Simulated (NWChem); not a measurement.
System: CH4BFS; SMILES CSBF

Here is an NWChem input.

```
start job
memory heap 200 mb stack 900 mb global 1100 mb
geometry units angstroms
  B      0.495153     0.072741     0.846351
  F     -0.064873     0.151262     2.036975
  H      1.664810     0.089769     0.780823
  S     -0.535031    -0.055140    -0.588397
  C      0.709976    -0.128896    -1.927319
  H      1.304121     0.777559    -1.920845
  H      0.163288    -0.234195    -2.857791
  H      1.340633    -1.000213    -1.788087
end
basis spherical
  * library def2-svp
end
dft
  xc pbe0
  iterations 150
end
driver
  maxiter 120
end
task dft optimize
task dft freq
```

NWChem printed, in part:

```
             Northwest Computational Chemistry Package (NWChem) 7.3.0
             --------------------------------------------------------

 C1  symmetry detected

                             Geometry "geometry" -> ""
                             -------------------------

 Output coordinates in angstroms (scale by  1.889725989 to convert to a.u.)

  No.       Tag          Charge          X              Y              Z
 ---- ---------------- ---------- -------------- -------------- --------------
    1 B                    5.0000     0.50160255    -0.92553329    -0.00039276
    2 F                    9.0000     0.01603613    -2.15093328     0.00012969
    3 H                    1.0000     1.66529405    -0.78952062    -0.00239676
    4 S                   16.0000    -0.61554449     0.44855400     0.00064272
    5 C                    6.0000     0.54479489     1.86340565     0.00199064
    6 H                    1.0000     1.16068680     1.82689670     0.89308834
    7 H                    1.0000    -0.05910469     2.76366006    -0.02211491
    8 H                    1.0000     1.16072834     1.82773192    -0.89000739

 Effective nuclear repulsion energy (a.u.)     146.2739539058

                                Z-matrix (autoz)
                                --------

 Units are Angstrom for bonds and degrees for angles

[...]

      ----------------------
      Optimization converged
      ----------------------

  Step       Energy      Delta E   Gmax     Grms     Xrms     Xmax
  ---- ---------------- -------- -------- -------- -------- --------
@    4    -562.90335344 -1.7D-07  0.00003  0.00001  0.00031  0.00103
                                     ok       ok       ok       ok

                                Z-matrix (autoz)
                                --------

 Units are Angstrom for bonds and degrees for angles

      Type          Name      I     J     K     L     M      Value     Gradient
      ----------- --------  ----- ----- ----- ----- ----- ---------- ----------
    1 Stretch                  1     2                       1.32418    0.00000
    2 Stretch                  1     3                       1.20917    0.00001
    3 Stretch                  1     4                       1.78800    0.00003
    4 Stretch                  4     5                       1.81841   -0.00002
    5 Stretch                  5     6                       1.09754    0.00000
    6 Stretch                  5     7                       1.09757   -0.00001
    7 Stretch                  5     8                       1.09751   -0.00000
    8 Bend                     1     4     5               101.47909    0.00000
    9 Bend                     2     1     3               119.39084   -0.00002
   10 Bend                     2     1     4               118.43664    0.00000
   11 Bend                     3     1     4               122.17252    0.00002
   12 Bend                     4     5     6               111.05915   -0.00001
   13 Bend                     4     5     7               106.87604   -0.00000
   14 Bend                     4     5     8               111.07699   -0.00001
   15 Bend                     6     5     7               108.87100   -0.00000
   16 Bend                     6     5     8               109.96799    0.00001
   17 Bend                     7     5     8               108.89399    0.00002
   18 Torsion                  1     4     5     6         -61.82101   -0.00000
   19 Torsion                  1     4     5     7         179.55917    0.00001
   20 Torsion                  1     4     5     8          60.90168   -0.00000
   21 Torsion                  2     1     4     5         179.95623    0.00000
   22 Torsion                  3     1     4     5          -0.06101   -0.00000

                         Geometry "geometry" -> "geometry"
                         ---------------------------------

 Output coordinates in angstroms (scale by  1.889725989 to convert to a.u.)

[...]

 Rotational Constants
 --------------------
 A=   0.656422 cm-1  (  0.944423 K)
 B=   0.104063 cm-1  (  0.149720 K)
 C=   0.091410 cm-1  (  0.131515 K)

 Temperature                      =   298.15K
 frequency scaling parameter      =   1.0000

 Zero-Point correction to Energy  =   34.160 kcal/mol  (  0.054438 au)
 Thermal correction to Energy     =   37.093 kcal/mol  (  0.059111 au)
 Thermal correction to Enthalpy   =   37.685 kcal/mol  (  0.060055 au)

 Total Entropy                    =   70.399 cal/mol-K
   - Translational                =   38.960 cal/mol-K (mol. weight =  78.0111)
   - Rotational                   =   25.050 cal/mol-K (symmetry #  =        1)
   - Vibrational                  =    6.389 cal/mol-K

 Cv (constant volume heat capacity) =   14.663 cal/mol-K
   - Translational                  =    2.979 cal/mol-K
   - Rotational                     =    2.979 cal/mol-K
   - Vibrational                    =    8.704 cal/mol-K

[normal modes left out]

 ----------------------------------------------------------------------------
 Normal Eigenvalue ||           Projected Infra Red Intensities
  Mode   [cm**-1]  || [atomic units] [(debye/angs)**2] [(KM/mol)] [arbitrary]
 ------ ---------- || -------------- ----------------- ---------- -----------
    1      -35.738 ||    0.000166           0.004         0.162       0.058
    2       -0.000 ||    0.002390           0.055         2.330       0.832
    3       -0.000 ||    0.000038           0.001         0.037       0.013
    4       -0.000 ||    0.000428           0.010         0.417       0.149
    5       -0.000 ||    0.000713           0.016         0.695       0.248
    6        0.000 ||    0.000006           0.000         0.006       0.002
    7        0.000 ||    0.001259           0.029         1.228       0.439
    8      181.058 ||    0.000225           0.005         0.220       0.078
    9      205.274 ||    0.002147           0.050         2.093       0.748
   10      390.106 ||    0.001624           0.037         1.583       0.566
   11      736.053 ||    0.004910           0.113         4.786       1.710
   12      809.589 ||    0.041713           0.962        40.664      14.530
   13      840.365 ||    0.027990           0.646        27.286       9.750
   14      963.308 ||    0.004804           0.111         4.683       1.673
   15      987.016 ||    0.006903           0.159         6.730       2.405
   16     1098.966 ||    0.030939           0.714        30.161      10.777
   17     1325.223 ||    0.333118           7.685       324.740     116.036
   18     1341.118 ||    0.078960           1.822        76.974      27.504
   19     1450.540 ||    0.009036           0.208         8.808       3.147
   20     1452.908 ||    0.010378           0.239        10.117       3.615
   21     2637.006 ||    0.116069           2.678       113.150      40.431
   22     3083.384 ||    0.013171           0.304        12.840       4.588
   23     3201.943 ||    0.000691           0.016         0.673       0.241
   24     3203.123 ||    0.001319           0.030         1.286       0.460
 ----------------------------------------------------------------------------

 ===============================================================================
      Negative Nuclear Hessian Mode    1  Eigenvalue =    -35.74 cm**(-1)
 -------------------------------------------------------------------------------
   Raw step length:  0.510 angstroms ;  The Raw step for this mode is:
    1 B                    5.0000     0.00002090     0.00009645     0.02955704
    2 F                    9.0000     0.00006745     0.00001788     0.00216341
    3 H                    1.0000     0.00013311     0.00025761     0.09364090
    4 S                   16.0000    -0.00010835     0.00000358    -0.01667111
    5 C                    6.0000     0.00013245    -0.00013279     0.00308335
    6 H                    1.0000     0.19049237    -0.16603388    -0.12990872
    7 H                    1.0000    -0.00135751     0.00155816     0.29864170
    8 H                    1.0000    -0.18890756     0.16429509    -0.13387364

  Geometry after  100.0% step for mode  1; Step length =  0.510 angstroms
   Maximum component (any atom: x,y, or z) displacement:  0.564
    1 B                    5.0000     0.50069060    -0.93898600     0.02863192
    2 F                    9.0000    -0.00954013    -2.16097677     0.00374062
    3 H                    1.0000     1.70164868    -0.79722598     0.09026241
    4 S                   16.0000    -0.62217906     0.45246651    -0.01767675
    5 C                    6.0000     0.53773088     1.85297055    -0.00036329
    6 H                    1.0000     1.35308318     1.68319004     0.76884490
    7 H                    1.0000    -0.06954637     2.76987900     0.28692455
    8 H                    1.0000     0.98307866     2.00300589    -1.03279188

  Geometry after -100.0% step for mode  1; Step length =  0.510 angstroms
   Maximum component (any atom: x,y, or z) displacement:  0.564
    1 B                    5.0000     0.50064881    -0.93917890    -0.03048215
    2 F                    9.0000    -0.00967502    -2.16101252    -0.00058621
    3 H                    1.0000     1.70138245    -0.79774120    -0.09701939
    4 S                   16.0000    -0.62196237     0.45245935     0.01566548
    5 C                    6.0000     0.53746598     1.85323614    -0.00652999
    6 H                    1.0000     0.97209845     2.01525781     1.02866233
    7 H                    1.0000    -0.06683134     2.76676268    -0.31035885
    8 H                    1.0000     1.36089377     1.67441571    -0.76504459

  Geometry after   50.0% step for mode  1; Step length =  0.255 angstroms
   Maximum component (any atom: x,y, or z) displacement:  0.282
    1 B                    5.0000     0.50068016    -0.93903423     0.01385340
    2 F                    9.0000    -0.00957385    -2.16098571     0.00265891
    3 H                    1.0000     1.70158212    -0.79735478     0.04344196
    4 S                   16.0000    -0.62212489     0.45246472    -0.00934119
    5 C                    6.0000     0.53766465     1.85303695    -0.00190497
    6 H                    1.0000     1.25783700     1.76620698     0.83379926
    7 H                    1.0000    -0.06886761     2.76909992     0.13760370
    8 H                    1.0000     1.07753244     1.92085834    -0.96585505

  Geometry after  -50.0% step for mode  1; Step length =  0.255 angstroms
   Maximum component (any atom: x,y, or z) displacement:  0.282
    1 B                    5.0000     0.50065926    -0.93913068    -0.01570363
    2 F                    9.0000    -0.00964130    -2.16100359     0.00049550
    3 H                    1.0000     1.70144901    -0.79761240    -0.05019894
    4 S                   16.0000    -0.62201654     0.45246114     0.00732992
    5 C                    6.0000     0.53753221     1.85316974    -0.00498832
    6 H                    1.0000     1.06734463     1.93224087     0.96370798
    7 H                    1.0000    -0.06751010     2.76754176    -0.16103800
    8 H                    1.0000     1.26643999     1.75656325    -0.83198141

  Geometry after   35.4% step for mode  1; Step length =  0.181 angstroms
   Maximum component (any atom: x,y, or z) displacement:  0.200
    1 B                    5.0000     0.50067711    -0.93904827     0.00954959
    2 F                    9.0000    -0.00958367    -2.16098831     0.00234390
    3 H                    1.0000     1.70156274    -0.79739230     0.02980685
    4 S                   16.0000    -0.62210911     0.45246420    -0.00691370
    5 C                    6.0000     0.53764537     1.85305628    -0.00235393
    6 H                    1.0000     1.23009929     1.79038328     0.85271535
    7 H                    1.0000    -0.06866994     2.76887303     0.09411830
    8 H                    1.0000     1.10503938     1.89693523    -0.94636163

  Geometry after  -35.4% step for mode  1; Step length =  0.181 angstroms
   Maximum component (any atom: x,y, or z) displacement:  0.200
    1 B                    5.0000     0.50066230    -0.93911663    -0.01139981
    2 F                    9.0000    -0.00963148    -2.16100098     0.00081052
    3 H                    1.0000     1.70146839    -0.79757489    -0.03656383
    4 S                   16.0000    -0.62203232     0.45246166     0.00490243
    5 C                    6.0000     0.53755149     1.85315040    -0.00453935
    6 H                    1.0000     1.09508234     1.90806457     0.94479189
    7 H                    1.0000    -0.06770777     2.76776864    -0.11755260
    8 H                    1.0000     1.23893305     1.78048636    -0.85147483

  Geometry after   17.7% step for mode  1; Step length =  0.090 angstroms
   Maximum component (any atom: x,y, or z) displacement:  0.100
    1 B                    5.0000     0.50067341    -0.93906536     0.00431224
    2 F                    9.0000    -0.00959562    -2.16099148     0.00196055
    3 H                    1.0000     1.70153915    -0.79743794     0.01321418
    4 S                   16.0000    -0.62208991     0.45246357    -0.00395967
    5 C                    6.0000     0.53762190     1.85307981    -0.00290029
    6 H                    1.0000     1.19634505     1.81980360     0.87573448
    7 H                    1.0000    -0.06842940     2.76859693     0.04120057
    8 H                    1.0000     1.13851280     1.86782302    -0.92263993

  Geometry after  -17.7% step for mode  1; Step length =  0.090 angstroms
   Maximum component (any atom: x,y, or z) displacement:  0.100
    1 B                    5.0000     0.50066601    -0.93909954    -0.00616246
    2 F                    9.0000    -0.00961952    -2.16099782     0.00119386
    3 H                    1.0000     1.70149198    -0.79752924    -0.01997116
    4 S                   16.0000    -0.62205152     0.45246230     0.00194840
    5 C                    6.0000     0.53757496     1.85312687    -0.00399300
    6 H                    1.0000     1.12883658     1.87864425     0.92177275
    7 H                    1.0000    -0.06794831     2.76804474    -0.06463488
    8 H                    1.0000     1.20545963     1.80959858    -0.87519653
```

Level: PBE0/def2-SVP. The optimisation ended at a saddle point (imaginary frequency).
